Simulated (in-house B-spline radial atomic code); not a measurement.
Spin-orbit splittings of orbital energies (j = l + 1/2 less j = l - 1/2) and ratios of mean radii (lower j over upper j) along the 21-electron series, configuration [Ar] 3d3. Computed with an all-electron radial atomic-structure program (B-spline basis): Dirac-Hartree-Fock, average of the configuration, finite nuclei.

| ion | Z | splitting of 3p (eV) | radius ratio of 3p | splitting of 3d (eV) | radius ratio of 3d | splitting of 2p (eV) | radius ratio of 2p |
| --- | --- | --- | --- | --- | --- | --- | --- |
| Sn29+ | 50 | 51.801 | 0.97241 | 11.235 | 0.99054 | 234.4 | 0.95297 |
| Sb30+ | 51 | ? | ? | ? | ? | ? | ? |
| Te31+ | 52 | 62.575 | 0.97013 | 13.722 | 0.9897 | 279.05 | 0.94896 |
| I32+ | 53 | 68.575 | 0.96895 | 15.11 | 0.98926 | 303.75 | 0.94689 |
| Xe33+ | 54 | 75.015 | 0.96773 | 16.6 | 0.98882 | 330.13 | 0.94476 |
| Cs34+ | 55 | 81.917 | 0.96649 | 18.198 | 0.98836 | 358.28 | 0.94259 |
| Ba35+ | 56 | 89.307 | 0.96522 | 19.908 | 0.9879 | 388.29 | 0.94037 |
| La36+ | 57 | 97.209 | 0.96392 | 21.736 | 0.98742 | 420.26 | 0.9381 |
| Ce37+ | 58 | 105.65 | 0.96259 | 23.688 | 0.98694 | 454.28 | 0.93578 |
| Pr38+ | 59 | ? | ? | ? | ? | ? | ? |
| Nd39+ | 60 | 124.26 | 0.95983 | 27.982 | 0.98594 | 528.87 | 0.93098 |
| Pm40+ | 61 | 134.49 | 0.9584 | 30.337 | 0.98543 | 569.66 | 0.9285 |
| Sm41+ | 62 | 145.38 | 0.95694 | 32.838 | 0.98491 | 612.93 | 0.92597 |
| Eu42+ | 63 | 156.96 | 0.95545 | 35.49 | 0.98437 | 658.79 | 0.92339 |
| Gd43+ | 64 | 169.26 | 0.95392 | 38.302 | 0.98383 | 707.37 | 0.92075 |
| Tb44+ | 65 | 182.32 | 0.95236 | 41.278 | 0.98328 | 758.8 | 0.91806 |
| Dy45+ | 66 | 196.17 | 0.95076 | 44.425 | 0.98271 | 813.2 | 0.9153 |
| Ho46+ | 67 | 210.86 | 0.94913 | 47.751 | 0.98214 | 870.72 | 0.9125 |
| Er47+ | 68 | ? | ? | ? | ? | ? | ? |
| Tm48+ | 69 | 242.9 | 0.94575 | 54.962 | 0.98097 | 995.69 | 0.9067 |

(1) Fill in the row of Sb30+.

(2) Fill in the row of Pr38+.

(3) Fill in the row of Er47+.

(4) With what power of Z does the column «splitting of 2p (eV)» change over this range?

Answers

(1) splitting of 3p (eV): 56.991; radius ratio of 3p: 0.97128; splitting of 3d (eV): 12.432; radius ratio of 3d: 0.99012; splitting of 2p (eV): 255.96; radius ratio of 2p: 0.95099.

(2) splitting of 3p (eV): 114.66; radius ratio of 3p: 0.96122; splitting of 3d (eV): 25.768; radius ratio of 3d: 0.98645; splitting of 2p (eV): 490.45; radius ratio of 2p: 0.93341.

(3) splitting of 3p (eV): 226.42; radius ratio of 3p: 0.94746; splitting of 3d (eV): 51.261; radius ratio of 3d: 0.98156; splitting of 2p (eV): 931.5; radius ratio of 2p: 0.90963.

(4) A fit of the logarithm of its size against log Z from Z = 50 to 69 has slope 4.49. An unscreened hydrogenic electron would give 4 at low Z; screening makes the apparent power larger near the neutral end, and relativity raises it again at high Z.
